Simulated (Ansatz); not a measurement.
Geometry optimisation, Ansatz, RKS PBE0/def2-SVP.

Input file:

```yaml
crystal:
  periodic: [false, false, false]
  atoms:
    - { symbol: Al, position_ang: [0.044104, 0.486631, -0.255286] }
    - { symbol: Cl, position_ang: [-0.247043, -0.216087, 3.083526] }
    - { symbol: O, position_ang: [1.526234, -0.16253, -0.758453] }
    - { symbol: H, position_ang: [1.670061, -0.946907, -1.286241] }
    - { symbol: O, position_ang: [-1.510813, -0.090102, -0.57195] }
    - { symbol: H, position_ang: [-1.770735, -0.964968, -0.861368] }
    - { symbol: O, position_ang: [0.086777, 2.014176, 0.593821] }
    - { symbol: H, position_ang: [0.923393, 2.475339, 0.693184] }
    - { symbol: H, position_ang: [-0.280077, 0.987148, 2.504367] }
basis:
  gaussian: { orbitals: def2-SVP }
hamiltonian:
  xc: pbe0
relax:
  f_tol: 0.03
  max_steps: 50
```

Launched with:

```bash
$ ansatz run input.yaml --threads 2 --pin off --max-ram 3072MiB --backend cpu --events-out ev --progress --plain --runs-dir out
```

Where does it end, and by what steps?

It converged. After 22 steps the energy has fallen by 1.453 eV; H9 moved furthest, 1.22 Å. Parted: Cl2–H9 (1.34 → 2.82 Å). Joined: Al1–Cl2 (3.42 → 2.14 Å), O7–H9 (2.20 → 0.97 Å).

| step | energy less start (eV) | largest force component (eV/Å) | accepted |
| --- | --- | --- | --- |
| 0 | 0.0000 | 0.970 | yes |
| 1 | -0.1243 | 0.363 | yes |
| 2 | -0.1754 | 0.730 | yes |
| 3 | -0.2321 | 0.579 | yes |
| 4 | -0.2824 | 0.524 | yes |
| 5 | -0.3004 | 1.628 | yes |
| 6 | -0.5267 | 1.781 | yes |
| 7 | -0.7036 | 4.449 | yes |
| 8 | -0.9776 | 3.055 | yes |
| 9 | -1.1653 | 1.647 | yes |
| 10 | -1.3149 | 0.429 | yes |
| 11 | -1.3500 | 0.275 | yes |
| 12 | -1.3705 | 0.772 | yes |
| 13 | -1.3838 | 0.830 | yes |
| 14 | -1.4092 | 0.253 | yes |
| 15 | -1.4182 | 0.787 | yes |
| 16 | -1.4294 | 0.386 | yes |
| 17 | -1.4465 | 0.159 | yes |
| 18 | -1.4498 | 0.083 | yes |
| 19 | -1.4517 | 0.119 | yes |
| 20 | -1.4527 | 0.129 | yes |
| 21 | -1.4530 | 0.037 | yes |
| 22 | -1.4532 | 0.027 | yes |

```xyz
9
Properties=species:S:1:pos:R:3
Al -0.102 -0.047 0.319
Cl -0.312 -0.831 2.298
O 1.491 0.130 -0.322
H 1.878 -0.422 -1.002
O -1.382 -0.312 -0.778
H -2.229 -0.672 -0.513
O 0.047 1.843 0.845
H 0.945 1.983 0.486
H 0.106 1.911 1.809
```

Run time: 54 s on 2 threads of Arm Neoverse V1 (shared host), peak memory 0.2 GiB.
